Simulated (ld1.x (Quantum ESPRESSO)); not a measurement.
## Before and after: TM potential for gadolinium (Gd)

- Element: Gd
- Generator: ld1.x (Quantum ESPRESSO) 7.5
- Type: norm-conserving Troullier–Martins (Kleinman–Bylander form)
- Functional: PBE
- Relativity: non-relativistic
- Frozen core: [Xe] 4f7
- Valence charge: 3
- Reference configuration: 5d1 6s1 6p0 (charge +1)
- Partial waves: 6s (bound): rc 3.50 bohr; 6p (bound, empty): rc 3.15 bohr; 5d (bound): rc 2.05 bohr; 5f channel at -0.05 Ry: rc 3.80 bohr
- Local potential: all-electron potential smoothed inside 2.25 bohr (lloc = -2)
- Core correction: none

All-electron outer shells of the reference configuration (PBE, non-relativistic, ld1.x):

```
shell  level (eV)  outermost node (bohr)  outermost maximum (bohr)
   4f      -19.18                      –                      0.56
   5d       -9.04                   0.79                      1.88
   6s       -8.65                   1.70                      3.42
   6p       -5.72                   1.94                      4.17
```

Change: wave 6p (bound): rc 3.15 bohr becomes 6p (bound): rc 1.98 bohr.

Cutoffs: the cutoffs (Ry, on a coarse ladder) from which the occupation-weighted sum of valence levels, in a spherical-Bessel basis at the reference potential, stays within 10 and 1 mRy of its value at 400 Ry; they do not see the model core or the augmentation charge, which bear on the density cutoff. Errors are all-electron minus pseudo energies relative to the spin-unpolarised reference configuration.

Q: What does the change do?

A: The potential gets neither clearly harder nor softer (15 Ry and 18 Ry → 15 Ry and 18 Ry); both files keep a bound ghost (p, s); of the 7 tests that both files solve, the error grows in 3 and shrinks in 0 by more than 15 % and 0.3 meV (median size 40.7 → 301.3 meV). That the errors move this way runs against the usual rule that smaller radii transfer better.

| quantity | base | changed |
| --- | --- | --- |
| cutoff, loose | 15 Ry | 15 Ry |
| cutoff, tight | 18 Ry | 18 Ry |
| bound ghosts | s, p | p, s |
| error for 5d1 6s2 6p0, meV [ΔE -6.17 eV] | +10 | +10 |
| error for 5d1 6s0 6p0, meV [ΔE 11.31 eV] | +192 | +192 |
| error for 5d1 6s1.5 6p0, meV [ΔE -3.69 eV] | +6.0 | +6.0 |
| error for 5d0 6s2 6p0, meV [ΔE 0.79 eV] | +301 | +301 |
| error for 5d0 6s2 6p1, meV [ΔE -3.58 eV] | +268 | +7410 |
| error for 5d1 6s0 6p1, meV [ΔE 2.95 eV] | +41 | +7516 |
| error for 5d1 6s0 6p2, meV [ΔE -1.31 eV] | +37 | +10194 |
| s: phases at 4.09 bohr within 0.05 rad from the reference energy up to (Ry; the scan ends near 5) | 1.1 | 1.1 |
| p: phases at 4.09 bohr within 0.05 rad from the reference energy up to (Ry; the scan ends near 5) | -0.3 | -0.1 |
| d: phases at 4.09 bohr within 0.05 rad from the reference energy up to (Ry; the scan ends near 5) | 3.5 | 3.5 |
| f: phases at 4.09 bohr within 0.05 rad from the reference energy up to (Ry; the scan ends near 5) | 2.4 | 2.4 |

Changed file: These tests converged, but a pseudo level misses the all-electron one widely, so the file describes the atom poorly there or has found another state: 5d0 6s2 6p1: 6p by 5.1 eV (a node warning on the way); 5d1 6s0 6p1: 6p by 4.9 eV (a node warning on the way); 5d1 6s0 6p2: 5d by 4.2 eV. A true bound ghost makes a file unfit for plane-wave use even where its test errors are small: the radial tests pick states by their node count and pass the ghost by.
